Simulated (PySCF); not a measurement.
**Ionisation energy of Tm²⁶⁺ by level of theory**

Tm²⁶⁺ [Kr] 4d7 (4F) → Tm²⁷⁺ [Kr] 4d6 (5D), as a difference of total energies. All numbers are calculated (PySCF 2.14, scalar relativity by spin-free X2C-1e, in an even-tempered Gaussian basis (19 s from 1.8 bohr⁻², ratio 2.5; 14 p from 2.3 bohr⁻², ratio 2.5; 9 d from 2.3 bohr⁻², ratio 2.5; 4 f from 12 bohr⁻², ratio 2.7; 4 g from 18 bohr⁻², ratio 2.7)). Correlated levels: outer shells: [Ar] 3d10 frozen; virtual orbitals above 40 to 60 times the deepest correlated orbital energy dropped. The calculations carry no spin-orbit coupling.

```json
{"method": "UHF", "ionisation energy (eV)": "960.06"}
{"method": "LDA", "ionisation energy (eV)": "961.79"}
{"method": "PBE", "ionisation energy (eV)": "961.82"}
{"method": "PBE0", "ionisation energy (eV)": "961.90"}
{"method": "r2SCAN", "ionisation energy (eV)": "961.84"}
{"method": "MP2 (outer shells)", "ionisation energy (eV)": "960.52"}
{"method": "SCS-MP2 (outer shells)", "ionisation energy (eV)": "960.61"}
```

**Question.** How much does correlation contribute at MP2 (outer shells)?

**Answer.** 960.52 − (960.06) = 0.46 eV, measured against UHF.

Spin-orbit coupling is strong in these open shells (close to jj coupling). The scalar numbers leave it out and a first-order estimate fails, so it can dominate the gap to the real levels.

Breit and QED terms and the two-electron picture change are absent.

For comparison: 958 ± 4 eV (theoretical estimate listed by NIST; NIST Atomic Spectra Database, ionization energies).
